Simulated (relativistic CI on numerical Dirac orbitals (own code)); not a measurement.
Radial Dirac CI calculation of Mg II.

Command:

```sh
python run_levels.py task.json out
```

Input:

```
atom Mg  Z=12  charge=1  electrons=11
nucleus A=24  rms_radius_fm=3.0570
hamiltonian dirac-coulomb  breit=on  qed=on  c_scale=1
orbitals kli  potential=per-configuration
slater_scale 1
correlation none
mixing on
grid step=0.0125 r_max=51.4
scf mixing=0.4 start=green max_iterations=150 tolerance=1e-10 node_fill=0.05
configurations
  [Ne] 3s
end
```

Output:

```
SCF 1: [Ne] 3s
 iter      energy (Ha)   residual   last orbital (Ha)
    1      -197.671476   1.09e+00     -0.80252
    2      -199.367473   4.36e-01     -0.64625
    3      -199.682086   4.14e-02     -0.55526
    4      -199.686840   3.08e-02     -0.55078
    5      -199.688222   9.11e-04     -0.53866
    6      -199.688209   5.80e-04     -0.53898
    7      -199.688217   6.72e-06     -0.53893
    8      -199.688217   4.08e-06     -0.53893
    9      -199.688217   2.34e-06     -0.53893
   10      -199.688217   2.40e-08     -0.53893
   11      -199.688217   1.52e-08     -0.53893
   12      -199.688217   2.74e-11     -0.53893
orbital energies (Ha): 1s -46.7173  2s -3.4757  2p1/2 -2.2448  2p3/2 -2.2343  3s -0.5389
configuration averages (Ha): Dirac-Coulomb, Breit, QED
  3s                            -199.688217    0.031775    0.020596
levels: no., configuration, term, J, E (cm-1), weight
   1 3s                     2S   1/2              0.0  1.00
lowest total energy -199.635846 Ha
end: converged
```

Against the reference input this run has: SCF tolerance 1e-10. The reference run ends at -199.635846 Ha with Breit and QED terms. The change (SCF tolerance 1e-10) leaves the energy and the levels as they were.
